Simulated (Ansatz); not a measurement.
System: SnF, charge 0, doublet. SnF (SMILES [F][Sn], doublet).
B3LYP-D3(BJ)/def2-TZVP minimum from Ansatz (a first-principles code):
```
Sn
F 1 1.9637
```
Charge 0, spin multiplicity 2.

Total energies in hartree (Ansatz). Radicals and triplets start from unrestricted determinants; spin-orbit coupling is neglected. Correlated methods leave the cores frozen (noble-gas shells, and filled d and f shells in the p block). Past Kr the def2 sets carry scalar-relativistic core potentials. Spin-orbit terms, left out, reach several kcal/mol for Br and I, and more for heavier atoms. The spin of FSn ([F][Sn], doublet) was assumed, and the state is the lowest solution found for it.

```tsv
species	HF/def2-TZVPP	CCSD(T)/def2-TZVPP	HF/def2-QZVPP	CCSD(T)/def2-QZVPP	CCSDT(Q)/def2-QZVPP
1: SnF (SMILES [F][Sn], doublet)	-312.86300	-313.19756	-312.87030	-313.23452	-313.23535
2: Sn (triplet)	-213.33992	-213.39742	-213.34066	-213.40091	-213.40140
3: F (doublet)	-99.41180	-99.62506	-99.41589	-99.65118	-99.65148
```

### Question
Work out the atomisation energy (electronic, to ground-state atoms) in kcal/mol: take Hartree-Fock from def2-QZVPP, extrapolate the CCSD(T) correlation energy as X^-3 (X = 3, 4), and add CCSDT(Q) - CCSD(T) in def2-QZVPP. 1 hartree = 627.51 kcal/mol.

### Answer

Species 1: correlation (64·(-0.36422) - 27·(-0.33456))/37 = -0.38586; step -0.00083; E1 = -312.87030 + (-0.38586) + (-0.00083) = -313.25699
Species 2: correlation (64·(-0.06025) - 27·(-0.05750))/37 = -0.06226; step -0.00049; E2 = -213.34066 + (-0.06226) + (-0.00049) = -213.40341
Species 3: correlation (64·(-0.23529) - 27·(-0.21326))/37 = -0.25137; step -0.00030; E3 = -99.41589 + (-0.25137) + (-0.00030) = -99.66756
-1·E1 +1·E2 +1·E3 = 0.18602 hartree = 116.7 kcal/mol.
